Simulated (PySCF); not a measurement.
**Ionising LiI**

RHF-CCSD(T); PySCF, scalar-relativistic core potentials, basis sets Li def2-SVPD, I def2-SVPD with ECP28. Neutral (RHF): singlet (closed shell), Re = 2.437 Å, ωe = 472 cm⁻¹, De = 3.59 eV.

LiI⁻ (UHF): doublet (σ ↑), Re = 2.614 Å, ωe = 334 cm⁻¹, De = 1.23 eV to Li + I⁻. The energies at the minima are -304.32713 hartree for LiI and -304.35386 for LiI⁻.

Q: Work out the adiabatic electron affinity, without and with harmonic zero-point energies (1 hartree = 27.2114 eV, 1 eV = 8065.5 cm⁻¹), and the change of the bond length.

A: At CCSD(T): 0.02673 hartree = 0.727 eV between the minima; the zero-point term (472.0 − 334.0)/2 cm⁻¹ = +0.009 eV makes it 0.736 eV. Re changes by +17.7 pm against the neutral. The electron enters a σ orbital, and the longer bond of the ion fits an antibonding orbital, or a change in how ionic the bond is.

Correlated steps freeze 4 core orbitals. Correlated levels converge slowly with the basis: in double zeta they bind strong bonds too weakly, by up to about 1 eV, and carry superposition errors of some tenths. These are scalar-relativistic numbers at best; spin–orbit coupling would shift them, the dissociation energy most. For an ion De counts to the pair picked by the measured ionisation energies or electron affinities, which need not be the lowest pair at this level. Where the molecule has an RHF reference, its open-shell atoms are computed with UHF. States were picked by a PBE0 search and need not be the measured ground states.

Neutral and ion stand on different kinds of reference determinant, which adds to the error of the difference.
